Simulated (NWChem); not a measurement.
System: InH$_{2}$OF; SMILES [InH]([F])[OH]

The following NWChem deck was run.

```
start job
memory heap 200 mb stack 900 mb global 1100 mb
geometry units angstroms noautoz
  In    -0.295273    -0.021967     0.000000
  H     -1.989494    -0.056283     0.000000
  F      0.774362    -1.670502     0.000000
  O      0.950169     1.522063     0.000000
  H      1.868436     1.224498     0.000000
end
basis spherical
  In library 3-21g
  H library 3-21g
  F library 3-21g
  O library 3-21g
end
dft
  xc hfexch
  iterations 150
  mulliken
end
task dft energy
```

Excerpt of the output:

```
             Northwest Computational Chemistry Package (NWChem) 7.3.0
             --------------------------------------------------------

 CS  symmetry detected

                             Geometry "geometry" -> ""
                             -------------------------

 Output coordinates in angstroms (scale by  1.889725989 to convert to a.u.)

  No.       Tag          Charge          X              Y              Z
 ---- ---------------- ---------- -------------- -------------- --------------
    1 In                  49.0000    -0.29543351     0.00958761     0.00000000
    2 H                    1.0000    -1.98778506    -0.07706468     0.00000000
    3 F                    9.0000     0.82463164    -1.60510763     0.00000000
    4 O                    8.0000     0.90170208     1.59136535     0.00000000
    5 H                    1.0000     1.82872554     1.32231758     0.00000000

 Effective nuclear repulsion energy (a.u.)     269.7365178052

      Symmetry information
      --------------------

 Group name             Cs
 Group number              2
 Group order               2
 No. of unique centers     5

  xc_inp: hfexch multiplicative factor not found.

                                 NWChem DFT Module
                                 -----------------

 Summary of "ao basis" -> "ao basis" (spherical)
 ------------------------------------------------------------------------------
       Tag                 Description            Shells   Functions and Types
 ---------------- ------------------------------  ------  ---------------------
 In                          3-21g                  13       31   6s5p2d
 H                           3-21g                   2        2   2s
 F                           3-21g                   5        9   3s2p
 O                           3-21g                   5        9   3s2p

      Symmetry analysis of basis
      --------------------------

        a'         40
        a"         13

            General Information
            -------------------
          SCF calculation type: DFT
          Wavefunction type:  closed shell.
          No. of atoms     :     5
          No. of electrons :    68
           Alpha electrons :    34
            Beta electrons :    34
          Charge           :     0
          Spin multiplicity:     1
          Use of symmetry is: on ; symmetry adaption is: on
          Maximum number of iterations: 150
          AO basis - number of functions:    53
                     number of shells:    27
          Convergence on energy requested:  1.00D-06
          Convergence on density requested:  1.00D-05
          Convergence on gradient requested:  5.00D-04

              XC Information
              --------------
                     Hartree-Fock (Exact) Exchange  1.000

      Superposition of Atomic Density Guess
      -------------------------------------

 Sum of atomic energies:       -5888.94534405

      Non-variational initial energy
      ------------------------------

 Total energy =   -5888.953464
 1-e energy   =   -8675.117201
 2-e energy   =    2516.427219
 HOMO         =      -0.419984
 LUMO         =      -0.035146

      Symmetry analysis of molecular orbitals - initial
      -------------------------------------------------

  Numbering of irreducible representations:

     1 a'          2 a"

  Orbital symmetries:

     1 a'          2 a'          3 a'          4 a'          5 a"
     6 a'          7 a'          8 a'          9 a'         10 a"
    11 a'         12 a'         13 a'         14 a'         15 a"
    16 a"         17 a'         18 a'         19 a'         20 a"
    21 a'         22 a'         23 a'         24 a'         25 a'
    26 a"         27 a"         28 a'         29 a'         30 a'
    31 a"         32 a'         33 a"         34 a'         35 a'
    36 a"         37 a'         38 a'         39 a'         40 a'
    41 a"         42 a'         43 a'         44 a'

     ---------------------------------------------
      Total Density - Mulliken Population Analysis
     ---------------------------------------------

    Atom       Charge   Shell Charges
 -----------   ------   -------------------------------------------------------
    1 In  49    47.55   2.00  2.00  6.00  2.00  6.00  2.00  5.93  0.61  0.52  0.38  0.15 10.00  9.98
    2 H    1     1.02   0.33  0.69
    3 F    9     9.77   1.98  0.46  2.68  1.52  3.13
    4 O    8     9.16   1.99  0.44  2.33  1.45  2.95
    5 H    1     0.50   0.32  0.17

   convergence    iter        energy       DeltaE   RMS-Dens  Diis-err
 ---------------- ----- ----------------- --------- --------- ---------
 d= 0,ls=0.0,diis     1  -5889.1639439473 -6.16D+03  1.71D-02  1.05D+00
 d= 0,ls=0.0,diis     2  -5889.2441641917 -8.02D-02  5.04D-03  4.82D-01
 d= 0,ls=0.0,diis     3  -5889.2794416690 -3.53D-02  1.32D-03  2.75D-03
 d= 0,ls=0.0,diis     4  -5889.2801392036 -6.98D-04  2.83D-04  4.65D-04
 d= 0,ls=0.0,diis     5  -5889.2802041421 -6.49D-05  1.69D-04  4.65D-05
  Resetting Diis
 d= 0,ls=0.0,diis     6  -5889.2802175310 -1.34D-05  5.71D-05  2.13D-06
 d= 0,ls=0.0,diis     7  -5889.2802186212 -1.09D-06  5.11D-06  6.28D-08
 d= 0,ls=0.0,diis     8  -5889.2802186385 -1.73D-08  2.26D-06  1.09D-08

         Total DFT energy =    -5889.280218638498
      One electron energy =    -8675.588288283501
           Coulomb energy =     2689.496551506325
    Exchange-Corr. energy =     -172.924999666565
 Nuclear repulsion energy =      269.736517805243

 Numeric. integr. density =        0.000000000000

                  Occupations of the irreducible representations
                  ----------------------------------------------

                     irrep           alpha         beta
                     --------     --------     --------
                     a'               25.0         25.0
                     a"                9.0          9.0

[...]
```

Level: Hartree-Fock/3-21G, non-relativistic. Coordinates come from a PBE0/def2-SVP (def2 core potentials past Kr) optimisation.
